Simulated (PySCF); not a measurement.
## Broadened absorption spectrum of As2

Species: As₂.
Geometry (PBE0-D3(BJ)/def2-SVP, Å), atoms numbered from 1 in this order:
```xyz
2
As2 angstrom
As     1.0483   -0.0074   -0.0038
As    -1.0428    0.0099   -0.0245
```

Theory: TDDFT PBE0/def2-SVPD, vertical, gas phase, core orbitals frozen in the response (PySCF 2.14.0, density-fitted response routines). The PBE0/def2-SVPD calculation is non-relativistic and has no spin–orbit coupling, an omission that weighs most on arsenic.

Broadening: Gaussians 0.5 eV wide at half height, area fixed by f = 4.319×10⁻⁹ ∫ε dν̃. The width is an assumption, not a result. The curve ends short of the highest state used, and states not computed would add to its high-energy end.

(λ (nm), ε (L mol⁻¹ cm⁻¹)): (187.2, 370), (193.7, 15), (200.2, 112), (206.7, 1171), (213.3, 5004), (219.8, 9716), (226.3, 9966), (232.8, 5982), (239.3, 2290), (245.9, 587), (252.4, 112), (258.9, 16), (265.4, 2), (271.9, 0), (278.5, 0), (285.0, 0), (291.5, 0), (298.0, 0), (304.5, 0), (311.1, 0), (317.6, 0), (324.1, 0), (330.6, 0), (337.1, 0), (343.7, 0), (350.2, 0), (356.7, 0), (363.2, 0), (369.7, 0), (376.3, 0), (382.8, 0), (389.3, 0), (395.8, 0), (402.3, 0), (408.9, 0), (415.4, 0), (421.9, 0), (428.4, 0), (434.9, 0), (441.5, 0), (448.0, 0), (454.5, 0), (461.0, 0), (467.5, 0), (474.1, 0), (480.6, 0), (487.1, 0), (493.6, 0), (500.1, 0), (506.7, 0), (513.2, 0), (519.7, 0), (526.2, 0), (532.7, 0), (539.3, 0), (545.8, 0)

Question: Where are the band maxima, and which computed states make them?

Answer: 223 nm (5.55 eV), ε about 11000, made up of S6 (100%) (ε in L mol⁻¹ cm⁻¹; maxima over ε = 5, shares over 10%). At its high-energy end, 6.62 eV, the curve is still rising (ε about 350, from S9 and S10). The states used: S1 3.02 eV (f 0.0000); S2 3.41 eV (f 0.0000); S3 3.41 eV (f 0.0000); S4 3.86 eV (f 0.0000); S5 3.86 eV (f 0.0000); S6 5.55 eV (f 0.196); S7 7.02 eV (f 0.0000); S8 7.02 eV (f 0.0000); S9 7.22 eV (f 0.187); S10 7.22 eV (f 0.187).

Question: What would ε be at 5.55 eV, the highest of these maxima, with half the width (0.25 eV)?

Answer: About 21200 L mol⁻¹ cm⁻¹ against 10600, a factor of about 2.00; a lone state at its own centre would give exactly 2.

Question: Coming from long wavelengths, where does ε first pass 100 L mol⁻¹ cm⁻¹?

Answer: At about 253 nm (4.90 eV), 1.88 eV above S1.

Question: Does any computed singlet lie in the visible range?

Answer: S1 lies in the visible range (380 to 750 nm), at 410 nm, dark in the vertical dipole picture (f under 0.0005); light of that wavelength is violet, and its complementary colour is yellow-green; a Tamm–Dancoff triplet lies at 603 nm, without intensity as long as spin–orbit coupling is left out.

The vertical ionisation energy (ΔSCF) is 9.75 eV, 2.52 eV above S10.
